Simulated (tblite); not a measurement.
Record of a relaxation.

Compound: C8H12B2.
SMILES with atom numbers: `[BH2:1][C@@:2]1([C:3]#[C:4][CH3:5])[BH:6][CH2:7][CH2:8][C:9]1=[CH2:10]` (hydrogens: H11, H12 on B1; H13, H14, H15 on C5; H16 on B6; H17, H18 on C7; H19, H20 on C8; H21, H22 on C10)

Computed with GFN2-xTB (tblite), gas phase: L-BFGS steps from a force-field or distance-geometry start until the largest atomic force falls under 0.01 eV/Å. 4 of its 120 geometries are shown.

Step 0: E = -696.5252 eV, largest atomic force 2.037 eV/Å
```
atom  x, y, z in Å  |  force x, y, z in eV/Å
B1     -0.873    2.048    0.120   -0.393  -0.128   1.385
C2     -0.272    0.581    0.147    0.387   0.191  -0.280
C3      1.098    0.553   -0.405   -0.289   0.029   0.184
C4      2.201    0.546   -0.883    0.012  -0.082   0.138
C5      3.549    0.514   -1.433    0.073   0.324  -0.151
B6     -0.247    0.041    1.634    0.576   0.550   1.085
C7     -1.137   -1.248    1.784    0.320   0.241   0.532
C8     -1.695   -1.502    0.391   -0.508  -0.560  -0.167
C9     -1.153   -0.435   -0.515   -0.628  -0.326  -1.910
C10    -1.456   -0.402   -1.821    0.369   0.263   0.666
H11    -0.203    2.958    0.449    0.072  -0.088  -0.483
H12    -2.049    2.184    0.280    0.441  -0.114  -0.477
H13     3.512    0.075   -2.447    0.123   0.222   0.446
H14     4.217   -0.095   -0.796   -0.316   0.333  -0.309
H15     3.939    1.561   -1.498   -0.199  -0.835   0.028
H16     0.362    0.538    2.534   -0.220  -0.228  -0.471
H17    -0.512   -2.101    2.130   -0.585   0.449   0.022
H18    -1.954   -1.067    2.517    0.591  -0.358  -0.272
H19    -1.381   -2.503    0.026   -0.339   0.489   0.066
H20    -2.806   -1.458    0.409    0.603  -0.154  -0.181
H21    -1.052    0.384   -2.462   -0.240  -0.416   0.170
H22    -2.098   -1.153   -2.263    0.148   0.197  -0.022
```

Step 40: E = -696.8136 eV, largest atomic force 0.045 eV/Å
```
atom  x, y, z in Å  |  force x, y, z in eV/Å
B1     -0.924    2.013    0.272   -0.005   0.011   0.013
C2     -0.288    0.585    0.160   -0.015   0.015  -0.023
C3      1.057    0.596   -0.391    0.016   0.001   0.003
C4      2.163    0.542   -0.853    0.010   0.009  -0.004
C5      3.496    0.511   -1.419    0.016   0.002  -0.004
B6     -0.177    0.045    1.654   -0.003  -0.006  -0.008
C7     -1.105   -1.214    1.781   -0.003   0.004   0.011
C8     -1.713   -1.470    0.389   -0.004  -0.002   0.016
C9     -1.162   -0.431   -0.553    0.028  -0.034  -0.009
C10    -1.389   -0.412   -1.855   -0.002   0.004  -0.006
H11    -0.238    2.957    0.350   -0.004  -0.006   0.006
H12    -2.088    2.125    0.306    0.008  -0.013   0.007
H13     3.470    0.074   -2.417   -0.011  -0.001   0.000
H14     4.156   -0.087   -0.791    0.003  -0.004   0.000
H15     3.898    1.522   -1.489    0.004   0.009  -0.005
H16     0.514    0.485    2.484   -0.004   0.012  -0.004
H17    -0.561   -2.092    2.136    0.000   0.004   0.005
H18    -1.888   -1.046    2.525   -0.009  -0.013   0.011
H19    -1.457   -2.467    0.024   -0.023  -0.001  -0.001
H20    -2.803   -1.404    0.412   -0.013  -0.002   0.004
H21    -0.974    0.350   -2.492    0.014  -0.003  -0.012
H22    -1.997   -1.163   -2.335   -0.003   0.013   0.002
```

Step 79: E = -696.8567 eV, largest atomic force 0.138 eV/Å
```
atom  x, y, z in Å  |  force x, y, z in eV/Å
B1     -0.976    1.885    0.381    0.051   0.002  -0.001
C2     -0.217    0.517    0.174    0.000   0.099  -0.073
C3      1.100    0.631   -0.418    0.033  -0.009   0.030
C4      2.191    0.596   -0.917    0.004   0.056   0.003
C5      3.510    0.628   -1.518   -0.009   0.012   0.022
B6     -0.172   -0.015    1.673    0.005   0.000  -0.032
C7     -1.183   -1.210    1.769   -0.004  -0.034   0.021
C8     -1.943   -1.232    0.433    0.057  -0.019  -0.010
C9     -1.088   -0.490   -0.553   -0.007   0.118   0.072
C10    -1.090   -0.658   -1.863   -0.043  -0.022  -0.036
H11    -0.385    2.893    0.383    0.040  -0.005  -0.015
H12    -2.130    1.895    0.574    0.021  -0.039  -0.035
H13     3.483    0.191   -2.517   -0.020   0.043   0.035
H14     4.213    0.058   -0.908   -0.008   0.002  -0.001
H15     3.861    1.659   -1.586    0.005  -0.034  -0.039
H16     0.534    0.388    2.507    0.021  -0.017   0.041
H17    -0.610   -2.135    1.880    0.025  -0.041   0.002
H18    -1.867   -1.189    2.618   -0.004   0.002   0.056
H19    -2.166   -2.238    0.084   -0.055  -0.074  -0.003
H20    -2.885   -0.695    0.545   -0.134   0.020  -0.009
H21    -0.462   -0.071   -2.512    0.003  -0.037   0.010
H22    -1.728   -1.389   -2.331    0.019  -0.023  -0.041
```

Step 119: E = -696.8722 eV, largest atomic force 0.009 eV/Å
```
atom  x, y, z in Å  |  force x, y, z in eV/Å
B1     -0.913    1.887    0.356    0.002   0.003   0.004
C2     -0.216    0.487    0.175    0.000   0.001   0.000
C3      1.107    0.596   -0.410   -0.005   0.000   0.001
C4      2.197    0.642   -0.909    0.003   0.002  -0.002
C5      3.509    0.710   -1.520   -0.001   0.000   0.000
B6     -0.166   -0.067    1.668   -0.001   0.000   0.000
C7     -1.215   -1.232    1.769    0.002   0.002   0.002
C8     -2.013   -1.185    0.454    0.005  -0.005   0.003
C9     -1.113   -0.506   -0.540    0.000  -0.004   0.000
C10    -1.077   -0.746   -1.839   -0.002  -0.001  -0.001
H11    -0.262    2.855    0.432    0.000  -0.001  -0.002
H12    -2.079    1.955    0.428    0.007   0.001   0.006
H13     3.475    0.278   -2.521    0.001   0.002   0.001
H14     4.232    0.155   -0.923    0.000   0.002   0.001
H15     3.835    1.748   -1.596   -0.001  -0.001   0.000
H16     0.575    0.288    2.497   -0.003   0.000  -0.001
H17    -0.663   -2.176    1.825   -0.008   0.000  -0.001
H18    -1.865   -1.222    2.645    0.002   0.004  -0.001
H19    -2.327   -2.170    0.107   -0.001   0.003  -0.001
H20    -2.912   -0.579    0.591    0.001  -0.003  -0.002
H21    -0.400   -0.222   -2.492    0.002  -0.002  -0.003
H22    -1.721   -1.477   -2.297   -0.002  -0.003  -0.001
```

Task: Summarise the path.

Result: The energy falls by 8.00 kcal/mol from step 0 to step 119; nine tenths of that is first reached at step 69. It falls at every step. The largest force goes from 2.037 to 0.009 eV/Å. Among the bonds B6–H16 changes most (a near tie, within 0.001 Å, with another), from 1.195 to 1.166 Å; the atoms move by 0.431 Å rms after alignment.

The cost below is that of the whole relaxation. On one thread of an AMD EPYC 9R45, no GPU, shared host with 192 logical CPUs at a one-minute load of 180, this took 0.58 s wall.
